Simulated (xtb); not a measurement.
Ga(Cl)2(NH2) (Cl2GaH2N), SMILES [Cl][Ga]([Cl])[NH2]. All values are semi-empirical tight-binding results from xtb (GFN2-xTB unless named), good for trends rather than for accurate numbers. Geometry: GFN2-xTB. The structure was generated by enumeration; whether it is a known compound was not checked. One conformer was computed; it need not be the lowest.

Optimised geometry:

```xyz
6

Ga     0.0187     0.2240     0.0000
Cl    -0.0092    -0.7797    -1.8208
Cl    -0.0092    -0.7797     1.8208
N     -0.0837     2.0571     0.0000
H      0.1607     2.5836     0.8306
H      0.1607     2.5836    -0.8306
```
Charge 0, spin multiplicity 1.

For metal compounds this method's bond lengths and energies can be far off.

The point group as xtb finds it comes out as Cs and the orbital gap is 3.71 eV. The zero-point energy is 15.8 kcal/mol and the G − E(el) at 298.15 K (modified RRHO) comes out as -4.3 kcal/mol.

Computed atomic charges and the Wiberg bond orders between heavy atoms:
charges (e) Ga1 -0.01, Cl2 -0.03, Cl3 -0.03, N4 -0.32, H5 0.20, H6 0.20. Bond orders Ga1–Cl2 1.30, Ga1–Cl3 1.30, Ga1–N4 1.21.
